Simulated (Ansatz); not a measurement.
Nudged elastic band run: CH3FSSi

The input (input.yaml):

```yaml
crystal:
  periodic: [false, false, false]
  atoms:
    - { symbol: F, position_ang: [-1.819164, 1.007235, 0.107108] }
    - { symbol: Si, position_ang: [-0.217679, 0.74652, -0.01941] }
    - { symbol: C, position_ang: [0.184582, -1.103725, 0.016979] }
    - { symbol: S, position_ang: [1.769708, -1.522473, 0.047784] }
    - { symbol: H, position_ang: [0.261826, 1.29077, -1.329579] }
    - { symbol: H, position_ang: [0.478946, 1.398754, 1.132716] }
    - { symbol: H, position_ang: [-0.59692, -1.885082, -0.0012] }
basis:
  gaussian: { orbitals: "6-31G*" }
hamiltonian:
  xc: pbe
neb:
  order_check: false
  images: 7
  f_tol: 0.05
  max_iterations: 60
  max_displacement: 0.02
  optimiser: lbfgs
  final_atoms:
    - { symbol: F, position_ang: [-1.7877578, 1.52795083, 0.20246711] }
    - { symbol: Si, position_ang: [-0.26126637, 1.01070564, -0.00144874] }
    - { symbol: C, position_ang: [-0.27522235, -0.83295402, -0.09888718] }
    - { symbol: S, position_ang: [1.02479594, -1.77293032, 0.17317373] }
    - { symbol: H, position_ang: [0.24231465, 1.43878336, -1.35099557] }
    - { symbol: H, position_ang: [0.53551856, 1.6411967, 1.10608197] }
    - { symbol: H, position_ang: [0.58291639, -3.08075318, -0.07599332] }
  initial_path:
    images:
      - { positions_ang: [[-1.819164, 1.007235, 0.107108], [-0.217679, 0.74652, -0.01941], [0.184582, -1.103725, 0.016979], [1.769708, -1.522473, 0.047784], [0.261826, 1.29077, -1.329579], [0.478946, 1.398754, 1.132716], [-0.59692, -1.885082, -0.0012]] }
      - { positions_ang: [[-1.80335537, 1.07163247, 0.09653554], [-0.22580919, 0.78519586, -0.01961407], [0.09646104, -1.06582935, 0.01563312], [1.68532396, -1.56630152, 0.02619526], [0.27497741, 1.33352989, -1.32064926], [0.47065903, 1.43673461, 1.13354254], [-0.43695788, -2.06296295, 0.02275486]] }
      - { positions_ang: [[-1.78754673, 1.13602994, 0.08596308], [-0.23393938, 0.82387172, -0.01981813], [0.00834008, -1.02793371, 0.01428724], [1.60093993, -1.61013005, 0.00460653], [0.28812882, 1.37628979, -1.31171951], [0.46237206, 1.47471521, 1.13436908], [-0.27699577, -2.2408439, 0.04670972]] }
      - { positions_ang: [[-1.7717381, 1.20042741, 0.07539062], [-0.24206957, 0.86254757, -0.0200222], [-0.07978089, -0.99003806, 0.01294136], [1.51655589, -1.65395857, -0.01698221], [0.30128023, 1.41904968, -1.30278977], [0.45408509, 1.51269582, 1.13519562], [-0.11703365, -2.41872485, 0.07066458]] }
      - { positions_ang: [[-1.75592946, 1.26482488, 0.06481816], [-0.25019976, 0.90122343, -0.02022626], [-0.16790185, -0.95214241, 0.01159547], [1.43217185, -1.69778709, -0.03857094], [0.31443164, 1.46180957, -1.29386003], [0.44579812, 1.55067643, 1.13602216], [0.04292846, -2.5966058, 0.09461944]] }
      - { positions_ang: [[-1.76388655, 1.33060636, 0.0992304], [-0.25296642, 0.92859398, -0.01553188], [-0.19473197, -0.92234532, -0.01602519], [1.33032787, -1.7165729, 0.01436523], [0.2964024, 1.45605302, -1.30814391], [0.46822823, 1.57330649, 1.12853711], [0.17792544, -2.71764265, 0.05196625]] }
      - { positions_ang: [[-1.77184363, 1.39638785, 0.13364264], [-0.25573307, 0.95596454, -0.0108375], [-0.2215621, -0.89254822, -0.04364585], [1.22848389, -1.73535871, 0.0673014], [0.27837315, 1.45029647, -1.3224278], [0.49065834, 1.59593656, 1.12105206], [0.31292242, -2.83867949, 0.00931306]] }
      - { positions_ang: [[-1.77980072, 1.46216934, 0.16805488], [-0.25849972, 0.98333509, -0.00614312], [-0.24839223, -0.86275112, -0.07126652], [1.12663991, -1.75414451, 0.12023756], [0.2603439, 1.44453991, -1.33671168], [0.51308845, 1.61856663, 1.11356702], [0.44791941, -2.95971634, -0.03334013]] }
      - { positions_ang: [[-1.7877578, 1.52795083, 0.20246711], [-0.26126637, 1.01070564, -0.00144874], [-0.27522235, -0.83295402, -0.09888718], [1.02479594, -1.77293032, 0.17317373], [0.24231465, 1.43878336, -1.35099557], [0.53551856, 1.6411967, 1.10608197], [0.58291639, -3.08075318, -0.07599332]] }
```

Command:

```bash
$ ansatz run input.yaml --threads 1 --pin off --max-ram 2048MiB --backend cpu --events-out ev --progress --plain --runs-dir out
```

Output, in part (warnings, iteration lines, the closing report on the highest movable image, with atoms numbered from 0):

```
NEB end point (image 0): max|allowed force component| = 1.272e-2 eV/Å (the criterion of neb.relax_end_points is 1.000e-2)
NEB end point (image 8): max|allowed force component| = 1.645e-2 eV/Å (the criterion of neb.relax_end_points is 1.000e-2)
NEB iter   1: max|band force component| = 4.544e0 eV/Å  barrier→ = 3.9089 eV  barrier← = 1.8753 eV  Δτ_max = 0.0200 Å  (292 SCF iters)
NEB iter   2: max|band force component| = 3.795e0 eV/Å  barrier→ = 3.8052 eV  barrier← = 1.7717 eV  Δτ_max = 0.0200 Å  (215 SCF iters)
NEB iter   3: max|band force component| = 3.147e0 eV/Å  barrier→ = 3.7308 eV  barrier← = 1.6972 eV  Δτ_max = 0.0200 Å  (213 SCF iters)
NEB iter   4: max|band force component| = 2.613e0 eV/Å  barrier→ = 3.6469 eV  barrier← = 1.6133 eV  Δτ_max = 0.0200 Å  (215 SCF iters)
NEB iter   5: max|band force component| = 2.108e0 eV/Å  barrier→ = 3.5853 eV  barrier← = 1.5517 eV  Δτ_max = 0.0200 Å  (217 SCF iters)
NEB iter   6: max|band force component| = 1.634e0 eV/Å  barrier→ = 3.5272 eV  barrier← = 1.4936 eV  Δτ_max = 0.0200 Å  (214 SCF iters)
NEB iter   7: max|band force component| = 1.199e0 eV/Å  barrier→ = 3.4853 eV  barrier← = 1.4517 eV  Δτ_max = 0.0200 Å  (214 SCF iters)
NEB iter   8: max|band force component| = 7.292e-1 eV/Å  barrier→ = 3.4565 eV  barrier← = 1.4229 eV  Δτ_max = 0.0200 Å  (212 SCF iters)
NEB iter   9: max|band force component| = 4.080e-1 eV/Å  barrier→ = 3.4378 eV  barrier← = 1.4042 eV  CI = image 4  Δτ_max = 0.0081 Å  (211 SCF iters)
NEB iter  10: max|band force component| = 2.919e-1 eV/Å  barrier→ = 3.4419 eV  barrier← = 1.4083 eV  CI = image 4  Δτ_max = 0.0200 Å  (215 SCF iters)
NEB iter  11: max|band force component| = 4.101e-1 eV/Å  barrier→ = 3.4458 eV  barrier← = 1.4122 eV  CI = image 4  Δτ_max = 0.0059 Å  (211 SCF iters)
NEB iter  12: max|band force component| = 1.910e-1 eV/Å  barrier→ = 3.4452 eV  barrier← = 1.4116 eV  CI = image 4  Δτ_max = 0.0103 Å  (187 SCF iters)
NEB iter  13: max|band force component| = 3.690e-1 eV/Å  barrier→ = 3.4442 eV  barrier← = 1.4106 eV  CI = image 4  Δτ_max = 0.0053 Å  (214 SCF iters)
NEB iter  14: max|band force component| = 1.524e-1 eV/Å  barrier→ = 3.4438 eV  barrier← = 1.4102 eV  CI = image 4  Δτ_max = 0.0053 Å  (190 SCF iters)
NEB iter  15: max|band force component| = 2.545e-1 eV/Å  barrier→ = 3.4434 eV  barrier← = 1.4099 eV  CI = image 4  Δτ_max = 0.0037 Å  (193 SCF iters)
NEB iter  16: max|band force component| = 1.494e-1 eV/Å  barrier→ = 3.4432 eV  barrier← = 1.4097 eV  CI = image 4  Δτ_max = 0.0080 Å  (168 SCF iters)
NEB iter  17: max|band force component| = 2.823e-1 eV/Å  barrier→ = 3.4428 eV  barrier← = 1.4092 eV  CI = image 4  Δτ_max = 0.0041 Å  (200 SCF iters)
NEB iter  18: max|band force component| = 1.385e-1 eV/Å  barrier→ = 3.4427 eV  barrier← = 1.4091 eV  CI = image 4  Δτ_max = 0.0044 Å  (166 SCF iters)
NEB iter  19: max|band force component| = 1.840e-1 eV/Å  barrier→ = 3.4425 eV  barrier← = 1.4089 eV  CI = image 4  Δτ_max = 0.0027 Å  (169 SCF iters)
NEB iter  20: max|band force component| = 1.329e-1 eV/Å  barrier→ = 3.4424 eV  barrier← = 1.4088 eV  CI = image 4  Δτ_max = 0.0070 Å  (162 SCF iters)
NEB iter  21: max|band force component| = 2.260e-1 eV/Å  barrier→ = 3.4422 eV  barrier← = 1.4086 eV  CI = image 4  Δτ_max = 0.0033 Å  (188 SCF iters)
NEB iter  22: max|band force component| = 1.220e-1 eV/Å  barrier→ = 3.4421 eV  barrier← = 1.4085 eV  CI = image 4  Δτ_max = 0.0037 Å  (161 SCF iters)
NEB iter  23: max|band force component| = 1.433e-1 eV/Å  barrier→ = 3.4420 eV  barrier← = 1.4084 eV  CI = image 4  Δτ_max = 0.0021 Å  (153 SCF iters)
NEB iter  24: max|band force component| = 1.148e-1 eV/Å  barrier→ = 3.4420 eV  barrier← = 1.4084 eV  CI = image 4  Δτ_max = 0.0061 Å  (148 SCF iters)
NEB iter  25: max|band force component| = 1.871e-1 eV/Å  barrier→ = 3.4418 eV  barrier← = 1.4082 eV  CI = image 4  Δτ_max = 0.0027 Å  (178 SCF iters)
NEB iter  26: max|band force component| = 1.047e-1 eV/Å  barrier→ = 3.4418 eV  barrier← = 1.4082 eV  CI = image 4  Δτ_max = 0.0032 Å  (157 SCF iters)
NEB iter  27: max|band force component| = 1.176e-1 eV/Å  barrier→ = 3.4417 eV  barrier← = 1.4082 eV  CI = image 4  Δτ_max = 0.0017 Å  (148 SCF iters)
NEB iter  28: max|band force component| = 9.796e-2 eV/Å  barrier→ = 3.4417 eV  barrier← = 1.4081 eV  CI = image 4  Δτ_max = 0.0054 Å  (145 SCF iters)
NEB iter  29: max|band force component| = 1.587e-1 eV/Å  barrier→ = 3.4416 eV  barrier← = 1.4080 eV  CI = image 4  Δτ_max = 0.0023 Å  (159 SCF iters)
NEB iter  30: max|band force component| = 8.872e-2 eV/Å  barrier→ = 3.4416 eV  barrier← = 1.4080 eV  CI = image 4  Δτ_max = 0.0028 Å  (149 SCF iters)
NEB iter  31: max|band force component| = 9.975e-2 eV/Å  barrier→ = 3.4416 eV  barrier← = 1.4080 eV  CI = image 4  Δτ_max = 0.0014 Å  (146 SCF iters)
NEB iter  32: max|band force component| = 8.278e-2 eV/Å  barrier→ = 3.4415 eV  barrier← = 1.4080 eV  CI = image 4  Δτ_max = 0.0047 Å  (139 SCF iters)
NEB iter  33: max|band force component| = 1.367e-1 eV/Å  barrier→ = 3.4415 eV  barrier← = 1.4079 eV  CI = image 4  Δτ_max = 0.0020 Å  (155 SCF iters)
NEB iter  34: max|band force component| = 7.445e-2 eV/Å  barrier→ = 3.4415 eV  barrier← = 1.4079 eV  CI = image 4  Δτ_max = 0.0024 Å  (139 SCF iters)
NEB iter  35: max|band force component| = 8.626e-2 eV/Å  barrier→ = 3.4415 eV  barrier← = 1.4079 eV  CI = image 4  Δτ_max = 0.0012 Å  (145 SCF iters)
NEB iter  36: max|band force component| = 6.922e-2 eV/Å  barrier→ = 3.4414 eV  barrier← = 1.4079 eV  CI = image 4  Δτ_max = 0.0040 Å  (134 SCF iters)
NEB iter  37: max|band force component| = 1.186e-1 eV/Å  barrier→ = 3.4414 eV  barrier← = 1.4078 eV  CI = image 4  Δτ_max = 0.0017 Å  (153 SCF iters)
NEB iter  38: max|band force component| = 6.175e-2 eV/Å  barrier→ = 3.4414 eV  barrier← = 1.4078 eV  CI = image 4  Δτ_max = 0.0020 Å  (137 SCF iters)
NEB iter  39: max|band force component| = 7.537e-2 eV/Å  barrier→ = 3.4414 eV  barrier← = 1.4078 eV  CI = image 4  Δτ_max = 0.0011 Å  (145 SCF iters)
NEB iter  40: max|band force component| = 5.711e-2 eV/Å  barrier→ = 3.4414 eV  barrier← = 1.4078 eV  CI = image 4  Δτ_max = 0.0035 Å  (132 SCF iters)
NEB iter  41: max|band force component| = 1.033e-1 eV/Å  barrier→ = 3.4413 eV  barrier← = 1.4078 eV  CI = image 4  Δτ_max = 0.0015 Å  (151 SCF iters)
NEB iter  42: max|band force component| = 5.041e-2 eV/Å  barrier→ = 3.4413 eV  barrier← = 1.4078 eV  CI = image 4  Δτ_max = 0.0017 Å  (133 SCF iters)
NEB iter  43: max|band force component| = 6.617e-2 eV/Å  barrier→ = 3.4413 eV  barrier← = 1.4077 eV  CI = image 4  Δτ_max = 0.0010 Å  (139 SCF iters)
NEB iter  44: max|band force component| = 4.628e-2 eV/Å  barrier→ = 3.4413 eV  barrier← = 1.4077 eV  CI = image 4  Δτ_max = 0.0000 Å  (357 SCF iters)
Total energy: -22498.95631566 eV, -826.8213942600 hartree
Atom 0 at    -1.823783     1.336708     0.060467 Å, force     0.001255     0.012008    -0.001360 eV/Å
Atom 1 at    -0.260675     0.910356    -0.021848 Å, force    -0.002371    -0.001069     0.000579 eV/Å
Atom 2 at    -0.143471    -0.965139     0.029966 Å, force    -0.004406    -0.001039     0.003240 eV/Å
Atom 3 at     1.387404    -1.795954    -0.020909 Å, force     0.001816     0.008018     0.000756 eV/Å
Atom 4 at     0.304371     1.425242    -1.317572 Å, force    -0.002071    -0.009772    -0.002820 eV/Å
Atom 5 at     0.455520     1.508027     1.158474 Å, force    -0.000086    -0.008528     0.003099 eV/Å
Atom 6 at     0.141933    -2.487241     0.065819 Å, force     0.005863     0.000382    -0.003495 eV/Å
Dipole moment:     0.375634    -0.136087    -0.016640 e Å
```

The forces met the threshold. Neighbouring images differ by up to 1.6 eV, so the band resolves the path poorly. Another band between the same ends (7 images) ends at a top of the same energy, where a vibrational analysis finds 2 clearly imaginary modes. The orbitals stay closed-shell, which can raise the energy where a bond breaks towards radicals; this wasn't checked here.

Final band (atoms are numbered from 1 in the order of the input):

```csv
image,path coordinate (Å),energy (kJ/mol),C3–H7 (Å),S4–H7 (Å)
0,0.00,0.0,1.11,2.39
1,0.34,13.0,1.10,2.29
2,0.68,88.3,1.11,2.01
3,1.01,238.8,1.24,1.69
4,1.34,332.0,1.55,1.43
5,1.62,287.5,1.85,1.35
6,1.90,222.0,2.15,1.36
7,2.19,197.2,2.39,1.40
8,2.49,196.2,2.41,1.40
```

The run took 8.8 min on 1 thread of Arm Neoverse V2 (shared host), peak memory 0.13 GiB.
